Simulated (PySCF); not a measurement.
Potential energy curve for CH (cation, charge +1), singlet.

Methods: RCCSD = CCSD on RHF/cc-pVDZ, 1 core orbital frozen (PySCF); RKS-r2SCAN = restricted r2SCAN/cc-pVDZ in PySCF 2.14.0; RMP2 = MP2 on RHF/cc-pVDZ, 1 core orbital frozen (PySCF 2.14.0); UKS-wB97X-V = unrestricted wB97X-V/cc-pVDZ in PySCF.

Energies are in kJ/mol, each relative to the lowest point of its own curve near equilibrium.

```csv
R / Å,RCCSD,RKS-r2SCAN,RMP2,UKS-wB97X-V
0.85,225.4,227.5,221.0,226.1
0.91,125.0,127.3,121.2,126.2
0.96,69.4,71.7,66.2,70.7
1.02,27.9,29.7,25.6,28.9
1.08,6.6,7.7,5.4,7.2
1.10,3.0,3.8,2.2,3.4
1.14,0.0,0.0,0.0,0.0
1.17,0.8,0.2,1.5,0.5
1.22,6.7,5.1,8.7,6.0
1.25,12.5,10.2,15.3,11.6
1.32,30.7,26.9,35.5,29.6
1.41,60.2,54.8,68.2,59.4
1.55,111.7,104.8,125.5,113.2
1.69,162.8,156.6,183.7,168.9
1.89,228.0,226.4,260.9,243.9
2.06,273.6,278.7,317.9,291.1
2.28,318.9,335.1,378.8,323.5
2.51,351.9,381.2,428.1,342.2
2.81,378.4,424.4,474.2,360.4
3.10,392.0,452.1,503.0,373.2
3.42,399.2,471.1,520.8,383.1
3.95,403.2,485.3,526.9,392.7
4.55,—,487.4,512.8,397.5
```

At the longest distance, 4.55 Å, RMP2 lies highest above its minimum (512.8 kJ/mol) and UKS-wB97X-V lowest (397.5 kJ/mol).

The RMP2 curve passes through a maximum at 3.95 Å and then falls by 14.0 kJ/mol up to the last usable point.

A dash means that the run gave no value there, or that the column was ended at a point which the program doubted or which failed a test of continuity chosen for this set; such a test can also cut sound points.

The T1 diagnostic of CCSD on the restricted reference of RCCSD, RMP2 exceeds 0.045 at 2.06 to 4.55 Å. At the longest distance RKS-r2SCAN leaves fractional charges on the fragments, a sign of delocalisation error or of the restricted form. The restricted form behind RKS-r2SCAN, RMP2 keeps the bonding electrons paired and can't separate into open-shell fragments. The unrestricted determinant behind UKS-wB97X-V is spin-contaminated at 0.85 to 4.55 Å (<S²> up to 1.0, against 0.00 for a pure singlet).
